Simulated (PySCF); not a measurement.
Two-component Hartree-Fock for W⁵⁵⁺ (tungsten, charge +55)

Start: [Ar] 3d1; 3d5/2 filled at m_j = +5/2. Calculated with PySCF 2.14 in an uncontracted even-tempered set (15 s from 16 bohr⁻², ratio 2.8; 12 p from 21 bohr⁻², ratio 2.8; 8 d from 21 bohr⁻², ratio 2.8; 3 f from 63 bohr⁻², ratio 3): generalised Hartree-Fock with the X2C-1e Hamiltonian and a Gaussian nucleus; one run each with spin-orbit coupling (SO) screened by Boettger's factors, then bare. This is a chosen level, not necessarily the ground level.

```
spinor shell  electrons  ε, screened SO (eV)  ε, bare SO (eV)  weight of nominal j (bare SO)  rms radius, bare SO (bohr)
       1s1/2          2             -73797.6         -73796.6                          1.000                      0.0208
       2s1/2          2             -16000.5         -16000.3                          1.000                      0.0830
       2p1/2          2             -15474.2         -15506.8                          1.000                      0.0703
       3s1/2          2              -6160.6          -6160.6                          1.000                       0.204
       3p1/2          2              -5945.1          -5953.3                          1.000                       0.193
       3p3/2          4              -5599.5          -5596.8                          1.000                       0.207
       3d5/2          1              -5269.2          -5264.5                          1.000                       0.179
```

Task: Where does 2p3/2 lie, and what is the 2p spin-orbit splitting (bare SO)?

Result: At -14088.4 eV, 1418.4 eV above 2p1/2.

```csv
quantity,screened SO,bare SO
E (hartree),-13137.69679,-13138.64877
M_J,5/2,5/2
⟨J²⟩,8.751,8.751
⟨L²⟩,6.056,6.060
⟨S²⟩,0.806,0.810
```

Each row is a mean over spinors that exchange with the open shell spreads, by up to 27.405 eV (3p3/2).

Breit and QED terms are absent; they matter most for the inner s and p1/2 levels.

Densities and radii are taken from the X2C orbitals without a picture-change correction, which distorts them close to the nucleus.
